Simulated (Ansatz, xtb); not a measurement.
**A geometry optimisation of BGeH7OSi with r2SCAN-D4/def2-SVP**

The starting geometry of this gas-phase singlet was built from a drawn formula by distance geometry; its bonds are those of `O[BH2-][GeH+][SiH3]`.

```json
{"atom": "B", "x (Å)": "-2.0083", "y (Å)": "-1.2078", "z (Å)": "-0.1773"}
{"atom": "Ge", "x (Å)": "-1.8784", "y (Å)": "0.9171", "z (Å)": "0.0373"}
{"atom": "O", "x (Å)": "-0.6695", "y (Å)": "-1.7910", "z (Å)": "-0.2399"}
{"atom": "Si", "x (Å)": "0.0815", "y (Å)": "1.3666", "z (Å)": "0.6828"}
{"atom": "H", "x (Å)": "-0.3157", "y (Å)": "-2.1566", "z (Å)": "0.5828"}
{"atom": "H", "x (Å)": "-2.6308", "y (Å)": "-1.5119", "z (Å)": "0.7520"}
{"atom": "H", "x (Å)": "-2.5896", "y (Å)": "-1.4650", "z (Å)": "-1.1634"}
{"atom": "H", "x (Å)": "-3.1765", "y (Å)": "1.2868", "z (Å)": "1.0048"}
{"atom": "H", "x (Å)": "1.0298", "y (Å)": "0.2927", "z (Å)": "0.7257"}
{"atom": "H", "x (Å)": "0.0042", "y (Å)": "1.9574", "z (Å)": "2.0375"}
{"atom": "H", "x (Å)": "0.6076", "y (Å)": "2.3399", "z (Å)": "-0.2735"}
```

Q: Predict what it relaxes into with r2SCAN-D4/def2-SVP.

A: It rearranges to `O[BH][GeH2][SiH3]`. Distances that change by over a tenth: Ge2–Si4 (2.11 → 2.38 Å). Contacts that open: B1–H6 (1.16 → 2.99 Å). Contacts that close: Ge2–H6 (2.64 → 1.54 Å).

The energy falls by 3.28 eV over 39 steps:

| step | E − E(last) (eV) |
| --- | --- |
| 1 | 3.282 |
| 5 | 1.015 |
| 9 | 0.715 |
| 14 | 0.686 |
| 18 | 0.421 |
| 22 | 0.052 |
| 26 | 0.004 |
| 31 | 0.001 |
| 35 | 0.000 |
| 39 | 0.000 |

Final geometry (Å):

```xyz
11

B    -1.9303   -1.3642   -0.6211
Ge   -2.0764    0.2430    0.6959
O    -0.7792   -2.0546   -0.7553
Si    0.0652    1.2676    0.9198
H    -0.0485   -1.7296   -0.2098
H    -2.4874   -0.2607    2.0967
H    -2.8582   -1.7471   -1.2976
H    -3.1218    1.2926    0.2819
H     1.0935    0.1775    1.0320
H     0.1957    2.1390    2.1256
H     0.4017    2.0649   -0.2992
```

From the same start GFN2-xTB ends elsewhere, differing in B1–Ge2 (3.43 against 2.08 Å here), B1–H6 (1.18 against 2.99 Å here), Ge2–H6 (4.49 against 1.54 Å here).

No frequencies were run, so the end isn't proven a minimum. Run with Ansatz 0.2.0, 63 s on 2 threads of Intel(R) Xeon(R) 6975P-C (Granite Rapids) (shared host).
